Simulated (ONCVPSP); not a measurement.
**Reading a pseudo-wave (B)**

Columns: radius, all-electron u(r) and pseudo u(r) of the 2p shell (level -3.72 eV) of boron in the configuration [He] 2s2 2p1; LDA (Perdew-Wang 92), scalar-relativistic, ONCV scheme, ONCVPSP 4.0.1.

| r (bohr) | all-electron | pseudo |
| --- | --- | --- |
| 0.185 | 0.0778 | 0.0181 |
| 0.370 | 0.2140 | 0.0706 |
| 0.555 | 0.3439 | 0.1516 |
| 0.740 | 0.4492 | 0.2522 |
| 0.925 | 0.5272 | 0.3610 |
| 1.110 | 0.5799 | 0.4661 |
| 1.295 | 0.6106 | 0.5573 |
| 1.480 | 0.6237 | 0.6270 |
| 1.665 | 0.6231 | 0.6716 |
| 1.850 | 0.6122 | 0.6904 |
| 2.035 | 0.5939 | 0.6854 |
| 2.220 | 0.5705 | 0.6604 |
| 2.405 | 0.5437 | 0.6205 |
| 2.590 | 0.5148 | 0.5719 |
| 2.775 | 0.4850 | 0.5210 |
| 2.960 | 0.4548 | 0.4733 |
| 3.145 | 0.4249 | 0.4320 |
| 3.330 | 0.3957 | 0.3974 |
| 3.515 | 0.3675 | 0.3676 |
| 3.700 | 0.3404 | 0.3404 |
| 3.885 | 0.3147 | 0.3147 |
| 4.070 | 0.2904 | 0.2904 |
| 4.255 | 0.2675 | 0.2675 |
| 4.440 | 0.2460 | 0.2460 |
| 4.625 | 0.2259 | 0.2259 |
| 4.810 | 0.2073 | 0.2073 |

Q: How many radial nodes do the two functions have?

A: The all-electron 2p function has n − l − 1 = 0; the pseudo-wave has 0.

Q: At about which radius was the pseudo-wave matched?

A: 3.70 bohr, where the columns begin to agree (steps of 0.18 bohr).

Q: Is the pseudo-wave norm-conserving?

A: Yes: the ONCV scheme keeps the norm inside the radius equal to the all-electron one, which fixes the energy derivative of the logarithmic derivative at the level.
